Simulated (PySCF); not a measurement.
## Ionisation energy of Mn³⁺ by level of theory

Mn³⁺ [Ar] 3d4 [3d3/2^4, M_J = 0] → Mn⁴⁺ [Ar] 3d3 [3d3/2^3, M_J = 3/2], as a difference of total energies. All numbers are calculated (PySCF 2.14, the two-component X2C-1e Hamiltonian, in x2c-SVPall-2c). Correlated levels: [Ne] frozen; the 6 highest virtual spinors dropped. "Screened" scales the spin-orbit matrix elements by Boettger's factors to mimic the two-electron term; Breit and QED terms are absent.

```tsv
method	ionisation energy (eV)
GHF (spin-free)	51.370
GMP2 (spin-free)	51.675
GHF (screened spin-orbit)	51.338
GMP2 (screened spin-orbit)	51.643
```

**Question.** How much does correlation contribute at GMP2 (screened spin-orbit)?

**Answer.** 51.643 − (51.338) = 0.305 eV, measured against GHF (screened spin-orbit).

Errors of the correlated levels include the incompleteness of this basis and the frozen core.

The labels give the starting determinants; with spin-orbit coupling the two ends relaxed to ⟨J²⟩ = 3.92, ⟨L²⟩ = 6.00, ⟨S²⟩ = 6.00 and ⟨J²⟩ = 6.64, ⟨L²⟩ = 12.00, ⟨S²⟩ = 3.75.

The determinant of Mn³⁺ and of Mn⁴⁺ mixes levels of different J (the jj label is only the starting occupation), so the difference between spin-free and spin-orbit rows is not the physical spin-orbit shift.

For comparison: 51.21 ± 0.12 eV (semi-empirical (NIST evaluation); NIST Atomic Spectra Database, ionization energies).
